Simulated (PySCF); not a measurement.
## PW91 on Cl (chlorine, neutral)

Configuration: [Ne] 3s1 3p6, 2S determinant (an excited configuration). Calculation: PySCF 2.14, in dyall-acv3z (19s12p6d4f, 113 functions); the non-relativistic Hamiltonian (point nucleus).

```json
{"Total energy": "-459.7099 hartree", "One-electron energy": "-633.9897 hartree", "Hartree (Coulomb) energy": "202.3883 hartree", "Exchange-correlation energy": "-28.1085 hartree", "Kinetic energy": "459.13198 hartree", "⟨S²⟩": "0.7529", "⟨L²⟩": "0.000", "Sum of ⟨r⟩": "15.97 bohr", "Sum of ⟨r²⟩": "28.39 bohr²", "Density at the nucleus (Gaussians lack the cusp)": "3200 bohr⁻³", "Spin density at the nucleus": "12.4 bohr⁻³", "Langevin diamagnetic susceptibility": "-22.5 ×10⁻⁶ cm³/mol", "Time after the integrals": "1.1 s of wall time on 1 thread of Neoverse-V1 (shared host)"}
```

```csv
shell,electrons,mean orbital energy (eV),"rms radius, mean of both spins (bohr)"
1s α,1,-2743.0,0.106
1s β,1,-2742.7,0.106
2s α,1,-252.53,0.487
2s β,1,-252.25,0.487
2p α,3,-193.24,0.455
2p β,3,-192.95,0.455
3s α,1,-21.806,1.64
3p α,3,-9.677,2.00
3p β,3,-8.692,2.00
```
